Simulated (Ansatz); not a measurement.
System: sum formula SiP2H5 (charge 0, doublet). It need not be the lowest isomer of its formula. SMILES: P[SiH]P
Geometry from a B3LYP-D3(BJ)/def2-TZVP (Ansatz, a program for electronic structure) optimisation:
```xyz
8

P      1.9457     0.2100    -0.2277
Si    -0.2425     0.7852    -0.2391
P     -1.6281    -0.8211     0.5696
H      1.8981    -0.3322     1.0823
H      1.7552    -1.0537    -0.8536
H     -0.5911     1.2829    -1.5984
H     -2.8169    -0.1304     0.2147
H     -1.6140    -1.5922    -0.6258
```
Charge 0, spin multiplicity 2.

Property: atomisation energy (electronic, to ground-state atoms), in kcal/mol. Correlated levels leave the core frozen unless marked. UHF or UKS for open shells. Spin-orbit coupling is left out. Non-relativistic. The coupled-cluster limit lacks core correlation, which all-electron functionals hold. Basis-set limits of correlation are two-point, X^-3; Hartree-Fock from the larger set.

| level | program | atomisation energy (kcal/mol) |
|---|---|---|
| HF/cc-pV(D+d)Z | Ansatz | 336.8 |
| PBE-D3(BJ)/def2-TZVPD | Ansatz + dftd3 | 502.5 |
| revPBE-D4/def2-TZVPD | Ansatz + dftd4 | 496.0 |
| r2SCAN-D3(BJ)/def2-TZVPD | Ansatz + dftd3 | 501.0 |
| r2SCAN-D4/def2-TZVPD | Ansatz + dftd4 | 500.8 |
| PBE0/STO-3G | Ansatz | 660.6 |
| PBE0-D3(BJ)/def2-TZVPD | Ansatz + dftd3 | 497.4 |
| BHLYP/def2-TZVPD | Ansatz | 486.6 |
| r2SCANh/def2-TZVPD | Ansatz | 497.2 |
| r2SCAN0/def2-TZVPD | Ansatz | 493.9 |
| CAM-B3LYP-D4/def2-TZVPD | Ansatz + dftd4 | 500.8 |
| B2GP-PLYP/def2-TZVPD | Ansatz | 483.4 |
| B2PLYP-D3(BJ)/def2-TZVPD | Ansatz + dftd3 | 491.3 |
| PBE-QIDH/def2-TZVPD | Ansatz | 484.9 |
| MP2/STO-3G | Ansatz | 535.1 |
| MP2/aug-cc-pV(D+d)Z | Ansatz | 442.2 |
| RI-MP2/CBS(aug-cc-pV(T+d)Z,aug-cc-pV(Q+d)Z) | Ansatz | 486.9 |
| CCSD/6-31G | Ansatz | 344.7 |
| CCSD(T)/cc-pV(Q+d)Z | Ansatz | 489.3 |
| CCSD(T)/CBS(cc-pV(T+d)Z,cc-pV(Q+d)Z) | Ansatz | 497.4 |
| CCSD(T)/CBS(aug-cc-pV(T+d)Z,aug-cc-pV(Q+d)Z) | Ansatz | 497.4 |
